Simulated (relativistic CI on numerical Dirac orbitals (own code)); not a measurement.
Os3+: 5d valence photoemission

Computed with this model: Dirac-Coulomb-Breit CI, separate exchange-only KLI orbitals for each configuration, model QED, valence Slater integrals scaled by 0.9, multiplet model of photoemission in the sudden approximation; configurations [Xe] 4f14 5d5 → [Xe] 4f14 5d4; 300 K; Lorentzian 0.3 eV and Gaussian 0.5 eV FWHM. Energies are those of the free ion, without screening or charge transfer. The energies are binding energies and can lie tens of eV above those of solids. S is read from ⟨S²⟩ = S(S + 1).

Field parameters in Wybourne normalisation: D4h B²₀ = −7Ds, B⁴₀ = 21(Dq − Dt), B⁴₄ = 21√(5/14) Dq; Oh B⁴₀ = 21Dq, B⁴₄ = √(5/14) B⁴₀; Td as Oh with Dq negative (B⁴₀ = 21Dq, B⁴₄ = √(5/14) B⁴₀). The field is a parameter set, without covalency.

free ion: ground-state S = 2.42, centroid 41.70 eV. Peaks (eV, height): 41.9 (100).

D4h, 10Dq = 13850, Ds = 1950, Dt = -800 cm⁻¹: ground-state S = 0.98, centroid 41.18 eV. Peaks (eV, height): 41.2 (100).

D4h, 10Dq = 30400, Ds = -1330, Dt = 760 cm⁻¹: ground-state S = 0.70, centroid 41.39 eV. Peaks (eV, height): 40.5 (72), 41.4 (100).

Oh, 10Dq = 18150 cm⁻¹: ground-state S = 1.32, centroid 41.21 eV. Peaks (eV, height): 40.5 (100), 42.3 (45).

Td, 10Dq = -18750 cm⁻¹: ground-state S = 1.51, centroid 41.27 eV. Peaks (eV, height): 39.3 (43), 41.2 (100), 43.0 (37).

Strongest unbroadened transitions for D4h, 10Dq = 30400, Ds = -1330, Dt = 760 cm⁻¹:

| Energy (eV) | Relative strength |
| --- | --- |
| 40.21 | 84.8 |
| 40.57 | 100.0 |
| 41.22 | 48.2 |
| 41.31 | 40.3 |
| 41.40 | 37.8 |
| 41.46 | 29.8 |
| 41.49 | 69.7 |
| 42.04 | 10.0 |
| 42.08 | 15.9 |
| 42.20 | 3.1 |
| 42.26 | 2.8 |
| 42.44 | 10.7 |
| 42.46 | 3.2 |
| 42.49 | 5.6 |
| 42.58 | 2.8 |
| 42.76 | 18.3 |
| 42.84 | 19.1 |
| 44.24 | 2.3 |
